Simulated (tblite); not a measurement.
Species: C5H4AlF3O3.
Numbering: `[O:1]=[C:2]([C:3]1=[CH:4][O:5][AlH2-:6][O+:7]=[CH:8]1)[C:9]([F:10])([F:11])[F:12]` (hydrogens: H13 on C4; H14, H15 on Al6; H16 on C8)

Cartesian coordinates in Å at the GFN2-xTB level; atoms count from 1:
```
atom  x, y, z in Å
O1     1.918   -1.832   -0.378
C2     1.544   -0.772    0.053
C3     0.157   -0.325    0.085
C4    -0.286    0.909    0.596
O5    -1.490    1.259    0.596
Al6   -3.034    0.459    0.019
O7    -2.032   -0.998   -0.498
C8    -0.805   -1.219   -0.445
C9     2.600    0.221    0.624
F10    2.366    0.507    1.916
F11    2.587    1.392   -0.037
F12    3.828   -0.271    0.539
H13    0.432    1.619    1.025
H14   -3.861    0.060    1.247
H15   -3.506    1.175   -1.252
H16   -0.425   -2.175   -0.833
```

Computed with GFN2-xTB (tblite): harmonic, unscaled wavenumbers at the GFN2-xTB geometry, gas phase. This tight-binding method is rough: wavenumbers can miss measured ones by several per cent, in bad cases by 10 to 20. Modes of hydrogen on aluminium can be 10 to 20 % off. One conformer, not necessarily the lowest.

Harmonic wavenumbers (cm⁻¹): 31.4, 61.0, 82.8, 119.1, 154.5, 182.6, 221.2, 241.9, 247.0, 313.2, 324.1, 362.6, 366.5, 390.7, 458.1, 469.3, 474.6, 477.1, 480.5, 489.2, 571.0, 670.9, 701.7, 770.7, 854.0, 875.1, 934.7, 976.7, 1050.0, 1103.1, 1153.1, 1257.0, 1316.6, 1364.6, 1399.5, 1434.8, 1615.9, 1746.9, 1841.3, 1854.2, 2879.8, 2905.7.

A = 1907, B = 465.0, C = 402.4 MHz; mass 195.993 u (most abundant isotopes); point group Cs, symmetry number 1.

Task: Zero-point energy?

Result: ½Σν̃ = 17612 cm⁻¹ = 50.36 kcal/mol.

Task: What is S at 298.15 K and 1 bar for an ideal gas of classical rigid rotors and harmonic oscillators?

Result: Translation 41.75, rotation 31.18, vibration 39.94: S = 112.9 cal/(mol K).

Task: And Cp and H(298.15 K) − H(0)?

Result: Cp = 47.66 cal/(mol K), of which vibrations give 39.72 (their classical limit is 42 R = 83.5); H(298.15 K) − H(0) = 8.65 kcal/mol without the zero-point energy, 6.28 from vibrations.

Task: What must be added to the electronic energy to get the Gibbs energy at 298.15 K and 1 bar?

Result: ZPE + [H(298.15 K) − H(0)] − T·S = 50.36 + 8.65 − 33.65 = 25.36 kcal/mol.

Task: Which modes carry the vibrational entropy at 298.15 K?

Result: 31.4 cm⁻¹: 5.74; 61.0 cm⁻¹: 4.42; 82.8 cm⁻¹: 3.82; 119.1 cm⁻¹: 3.11; 154.5 cm⁻¹: 2.62; 182.6 cm⁻¹: 2.30 cal/(mol K); the other 36 give 17.92 together.

Task: Blend soft modes into free rotors: weight 1/[1 + (100 cm⁻¹/ν̃)⁴] for the oscillator and the rest for a rotor with moment μB/(μ + B), μ = h/(8π²ν), B = 10⁻⁴⁴ kg m². What vibrational entropy results?

Result: 36.61 cal/(mol K) in place of 39.94, which changes −T·S at 298.15 K by +0.99 kcal/mol.

Task: How do the functions run with temperature in this model?

Result: 
```csv
T (K),S (cal/(mol K)),Cp (cal/(mol K)),H − H(0) (kcal/mol),G − H(0) (kcal/mol),ln q(vib)
50,63.3,14.6,0.54,-2.62,0.86
100,75.8,22.4,1.46,-6.12,2.44
373.15,124.3,54.1,12.47,-33.91,12.13
500,141.4,62.6,19.90,-50.78,16.34
750,169.0,73.3,37.02,-89.72,23.81
1000,191.0,79.2,56.15,-134.81,30.30
```

q(vib) and H(0) count from the zero-point level.

Hindered rotation and anharmonicity are outside this model. Other conformers, if any are populated, would add a mixing term that is left out.
